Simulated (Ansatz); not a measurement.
`[SH][SnH2][SH]` → 4 H• + 2 S• + Sn•  (atomization)

Computed with Ansatz on PBE0-D4/def2-TZVP structures; ΔE is electronic, products minus reactants. CCSD(T)/CBS adds triple-zeta CCSD(T) − MP2 to the extrapolated MP2 energy (def2 sets, frozen cores). This one scheme is used for every species, atoms too. Functionals use def2-TZVPP. HSE06 is defined as in plane-wave codes. Open shells (•) are unrestricted, without spin–orbit coupling. Spin–orbit coupling would lower the free atoms: a little for S; strongly for Sn. def2 core potentials past Kr. Bonds to Sn are less sure, by a few kJ/mol each and by 10 to 20 or more in all where they break to atoms, as the def2 sets lack core-valence functions. Each species was taken in one conformer, which may not be the lowest.

```json
{"level": "r2SCAN", "ΔE (kcal/mol)": "428.9"}
{"level": "HSE06", "ΔE (kcal/mol)": "421.4"}
```

**Question.** What does CCSD(T)/CBS give? (Best estimate.)

**Answer.** The calculation gave: +433.8 kcal/mol. The listed levels differ from it by -4.9, -12.4 kcal/mol.

Largest T1 diagnostic among the species: 0.012.

At CCSD(T), def2-SVP lies −45.7 kcal/mol from the extrapolated value and def2-TZVPP −16.1 kcal/mol: correlation converges slowly with the basis, and small sets miss more of it in the bonded molecule than in its fragments. The D4 term adds +6.7 kcal/mol with B3LYP and +3.5 kcal/mol with PBE0; it sums over pairs of atoms, weighted by their polarisabilities, and B3LYP, whose exchange is more repulsive, gets the larger term. From BLYP to BHLYP (50 % exact exchange), in def2-TZVPP and without D4, ΔE moves by −3.1 kcal/mol: exact exchange takes away binding that semilocal exchange gives to molecules.

B3LYP here is the variant with VWN-RPA as its local correlation; programs differ in this.

For atomizations the MP2-based limit and the directly extrapolated one differ by several kJ/mol either way, and by 10 to 25 for some Ge, Se and Sn compounds, so smaller differences from it don't rank the levels.
